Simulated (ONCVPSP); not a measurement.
# Potentials for gold compared

Generated with ld1.x 7.5 (TM, RRKJ, ultrasoft, PAW), atompaw 4.2 or ONCVPSP 4.0.1. The cutoff is in Ry: for ld1.x and atompaw files where the sum of valence levels is converged to 10 mRy in a Bessel basis, for ONCV files where the hardest occupied wave has 1 mHa per electron of residual kinetic energy. The error is the largest all-electron minus pseudo excitation energy over each file’s own four to seven test configurations (ionisations up to +4, promotions, holes and added fractions of an electron), all of which were solved. The labels leave out finer settings (local radius, basis sizes, second energies), which also bear on the numbers. Spin-polarised tests are not counted. The rows are a selection from randomly drawn settings: files with unsolved tests, undetermined cutoffs or missed reference levels are left out.

A true bound ghost makes a file unfit for plane-wave use even where its test errors are small: the radial tests pick states by their node count and pass the ghost by.

```tsv
potential	cutoff (Ry)	largest error (meV)	bound ghosts
ONCV, PBE, scalar-relativistic, rc 1.45/1.30/1.60 (spd), local smoothed, core correction yes, reference 5s2 5p6 5d10 6s0.5, qcut 8.9/13.1/6.2, projectors 3/2/3	99	-110	none
ONCV, LDA (Perdew-Wang 92), scalar-relativistic, rc 1.30/1.45/2.05 (spd), local smoothed, core correction yes, reference 5s2 5p6 5d10 6s1, qcut 9.4/8.3/7.4, projectors 2/2/2	69	-63	none
```

(1) Fill in the row for Au: ONCV, Wu-Cohen, fully relativistic, rc 1.45/1.55/1.45 (spd), local smoothed, core correction no, reference 5s2 5p6 5d10 6s1, qcut 10.6/10.4/7.6, projectors 3/2/3.

(2) Fill in the row for Au: ONCV, PBE, scalar-relativistic, rc 2.35/1.40/1.65 (spd), local smoothed, core correction yes, reference 5p6 5d9 6s2, qcut 2.8/10.9/10.9, projectors 2/3/1.

(3) Fill in the row for Au: ONCV, BLYP, fully relativistic, rc 2.40/2.20/1.70 (spd), local smoothed, core correction yes, reference 5d10 6s1, qcut 2.8/3.6/7.8, projectors 2/2/2.

Results:

(1) cutoff 71 Ry, largest error -1.4 meV, bound ghosts: none.

(2) cutoff 77 Ry, largest error -61 meV, bound ghosts: s.

(3) cutoff 43 Ry, largest error -59 meV, bound ghosts: p3/2.
